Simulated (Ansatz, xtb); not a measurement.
Relative energy of two isomers of C6H9NO

We compare I, `CC(=O)N[C@@H]1C=CC1`, a singlet, with II, `C/C(O)=N\[C@@H]1C=CC1`, a singlet. Both are isolated molecules in the gas phase, relaxed with B3LYP/def2-SVP; the shapes shown needn't be the lowest conformers.

I (Å):

```yaml
atoms:
  - { symbol: C, position_ang: [-0.1998, 1.5218, 1.8532] }
  - { symbol: C, position_ang: [-0.6602, 1.2007, 0.4388] }
  - { symbol: C, position_ang: [-0.4569, -0.4108, -1.4288] }
  - { symbol: C, position_ang: [-0.7176, -1.8971, -1.6272] }
  - { symbol: C, position_ang: [0.2528, -2.0421, -2.5453] }
  - { symbol: C, position_ang: [0.7230, -0.6017, -2.4594] }
  - { symbol: N, position_ang: [-0.1401, 0.0508, -0.0993] }
  - { symbol: O, position_ang: [-1.4336, 1.9237, -0.1641] }
  - { symbol: H, position_ang: [-1.0881, 1.6638, 2.4867] }
  - { symbol: H, position_ang: [0.4464, 0.7527, 2.3021] }
  - { symbol: H, position_ang: [0.3410, 2.4807, 1.8376] }
  - { symbol: H, position_ang: [0.4967, -0.5062, 0.4582] }
  - { symbol: H, position_ang: [-1.2511, 0.2531, -1.8032] }
  - { symbol: H, position_ang: [-1.4651, -2.5714, -1.1992] }
  - { symbol: H, position_ang: [0.5699, -2.8795, -3.1727] }
  - { symbol: H, position_ang: [0.6563, 0.0011, -3.3817] }
  - { symbol: H, position_ang: [1.7209, -0.4521, -2.0144] }
```

II (Å):

```
atom    x (Å)    y (Å)    z (Å)
   C  -2.2949   0.1424  -1.0983
   C  -1.8780  -0.4715   0.2117
   C   0.5035  -0.4244   0.0079
   C   1.4701  -1.5956  -0.1556
   C   2.4426  -1.0254   0.5717
   C   1.6314   0.2087   0.9105
   N  -0.7264  -0.7136   0.6880
   O  -2.9650  -0.7996   0.9503
   H  -1.4407   0.4653  -1.7047
   H  -2.9507   1.0054  -0.9049
   H  -2.8873  -0.5885  -1.6715
   H  -2.6120  -1.1918   1.7677
   H   0.3735   0.1469  -0.9333
   H   1.3748  -2.5450  -0.6904
   H   3.4632  -1.3256   0.8264
   H   1.3198   0.2929   1.9637
   H   2.0275   1.1815   0.5696
```

Q: Which of the two would you expect CCSD(T)/def2-SVP + ΔMP2/def2-TZVPP electronic energies to favour?

A: Structure I; the calculation gives E(II) − E(I) = +0.560 eV.

The same difference at several levels:

| level | geometry | E(II) − E(I) (eV) | departure from the last row (eV) | job, with rough time for the two |
| --- | --- | --- | --- | --- |
| B3LYP/def2-SVP | B3LYP/def2-SVP | +0.697 | +0.137 | optimisation, 7.8 min |
| HF/def2-SVP | B3LYP/def2-SVP | +0.764 | +0.205 | part of the CCSD(T) run |
| MP2/def2-SVP | B3LYP/def2-SVP | +0.650 | +0.091 | part of the CCSD(T) run |
| CCSD(T)/def2-SVP | B3LYP/def2-SVP | +0.640 | +0.080 | single point |
| CCSD(T)/def2-SVP + ΔMP2/def2-TZVPP | B3LYP/def2-SVP | +0.560 |  | single point, 4.3 min |

As drawn, II has 1 C–O, 1 C=N, 1 O–H in place of 1 C=O, 1 C–N, 1 N–H.

The levels shown agree on the order. The largest departure from CCSD(T)/def2-SVP + ΔMP2/def2-TZVPP is that of HF/def2-SVP, 0.205 eV. No reliable frequencies are at hand for II, so it isn't confirmed as a minimum. Levels run at GFN2-xTB geometries aren't shown. The last row adds to CCSD(T) the change of the MP2 difference between the two basis sets, here −0.080 eV.

The correlated steps freeze 8 core orbitals. Codes used: Ansatz 0.2.0, xtb 6.7.1; the last row on 2 threads of Arm Neoverse V2 on a shared host.
